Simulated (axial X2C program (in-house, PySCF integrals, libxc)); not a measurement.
## Photoelectron levels of CuO⁻ by EOM-IP-CCSD

Computed with an axial X2C code built on PySCF integrals: two-component X2C with atomic mean-field Coulomb and Gaunt terms, Gaussian nuclei, basis Cu dyall-acv3z, O dyall-av3z with contracted cores.

R = 1.605 Å (0.960 times 1.672 Å, the PBE0 minimum at charge -1 for the lowest determinant).

Vertical detachment energies of CuO⁻ to the states of CuO:

```tsv
Ω of CuO	vertical detachment energy (eV)	above lowest (cm⁻¹)	ionised spinor	one-hole weight
3/2	1.841	0	72% O pπ, 17% Cu dπ, 8% Cu pπ	0.90
1/2	1.871	245	71% O pπ, 17% Cu dπ, 8% Cu pπ	0.90
1/2	2.431	4765	40% O pσ, 34% Cu sσ, 17% Cu dσ	0.93
5/2	4.958	25144	100% Cu dδ	0.91
```

**Question.** What is the splitting of the first π pair in the table, and is it regular or inverted?

**Answer.** E(3/2) − E(1/2) = 0 − 245 = -245 cm⁻¹ at EOM-IP-CCSD: inverted, Ω = 3/2 lower. Splittings at this level can be off by ten to twenty per cent.

This point took 33 s on 1 thread of Intel(R) Xeon(R) Processor @ 2.30GHz, on a shared host.

Reference electrons by ω block (each with its −ω partner): 1/2: 13, 3/2: 5, 5/2: 1. 18 electrons of CuO⁻ correlated (inner shells frozen), 94 natural virtual spinors (a truncated set); levels can be off by some tenths of an eV. Roots sought by Ω: (1/2: 4, 3/2: 3, 5/2: 1); rows need 60 % one-particle weight and stop where some Ω has no more roots. Missing are any skipped roots, higher Ω and states of a further excitation; these come out far too high here and may in truth be low or lowest. T1 of the reference 0.034 (Lee–Taylor). Number of frozen shells: Cu 3 s, 2 p; O 1 s. Large amplitudes in the reference (orbital relaxation or multireference character) lower the reliability.
